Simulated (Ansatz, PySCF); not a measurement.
Gas-phase reaction (SMILES): [OH][Al]([OH])[F] + F (HF) → [OH][Al]([F])[F] + O (H2O); hydrogen fluoride cleaves one Al-O bond, a model of a ligand-exchange step.

Each molecule is optimised on its own at B3LYP-D3(BJ)/def2-TZVP (Ansatz, a program for electronic structure), one conformer each, not searched for the lowest. Cores are frozen in the correlated levels unless marked. No spin-orbit coupling. No relativistic terms. CBS marks a two-point X^-3 extrapolation of the correlation energy; Hartree-Fock from the larger set (for Q and 5 zeta extrapolated as (X+1)exp(-9√X)). Thermal terms are rigid-rotor harmonic-oscillator values from B3LYP-D3(BJ) frequencies (Ansatz or PySCF) at 298.15 K and 1 atm. 1 Eh = 627.5095 kcal/mol.

| species | E, CCSD(T)/CBS(cc-pV(Q+d)Z,cc-pV(5+d)Z) (Ansatz) (Eh) | E, r2SCAN-D4/def2-TZVPD (Ansatz + dftd4) (Eh) | H - E (Eh) |
|---|---|---|---|
| [OH][Al]([OH])[F] | -493.55796 | -494.10799 | 0.03620 |
| F (HF) | -100.39528 | -100.44728 | 0.01259 |
| [OH][Al]([F])[F] | -517.59587 | -518.15147 | 0.02471 |
| O (H2O) | -76.37670 | -76.42298 | 0.02495 |

### Question
Work out ΔE and ΔH at 298.15 K at the first level, then ΔH at the second.

### Answer

1. ΔE = [(-517.59587) + (-76.37670)] - [(-493.55796) + (-100.39528)] = -0.01933 Eh = -12.1 kcal/mol at CCSD(T)/CBS(cc-pV(Q+d)Z,cc-pV(5+d)Z).
2. The terms H - E add up to 0.00087 Eh, so ΔH = (-0.01933 + (0.00087))×627.5095 = -11.6 kcal/mol.
3. At r2SCAN-D4/def2-TZVPD the same steps give ΔE = -12.0 and ΔH = -11.5 kcal/mol, a shift of +0.1 from the first level.
4. These values are not checked against measurement here, since the tables used lack a sound gas-phase enthalpy of formation for at least one species.
